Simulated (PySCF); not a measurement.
Excitations are Tamm–Dancoff values on a coarser integration grid. The basis has no diffuse functions, so Rydberg states are missing or too high.

C₄H₃N, SMILES `C(=C1C=C1)=N` (charge 0, multiplicity 1)

Method: PySCF with M06-2X/def2-TZVP // B3LYP-D3(BJ)/def2-TZVP.

```
Property                                                               Result
--------------------------------------  -------------------------------------
HOMO                                                                 -6.58 eV
dipole moment                                                          3.35 D
HOMO–LUMO gap                                                         6.84 eV
LUMO                                                                  0.26 eV
S1 excitation (TDA)                                                   3.27 eV
S1 oscillator strength                                                  0.001
T1 excitation (TDA)                                                   2.91 eV
S1–T1 gap (TDA)                                                       0.36 eV
vertical ionisation energy (Delta-SCF)                                7.80 eV
total energy                                                      -5681.88 eV
cost                                    about 9 core-minutes (a rough figure)
```

```xyz
8

N      2.1936    -0.0835     1.1052
C      1.0983     0.0062     0.5310
C     -0.0719    -0.1000     0.0085
C     -0.9935    -0.3760    -1.0932
C     -1.5197     0.1075    -0.0101
H      2.7726     0.7554     1.0128
H     -1.0980    -0.7445    -2.0977
H     -2.3813     0.4348     0.5434
```
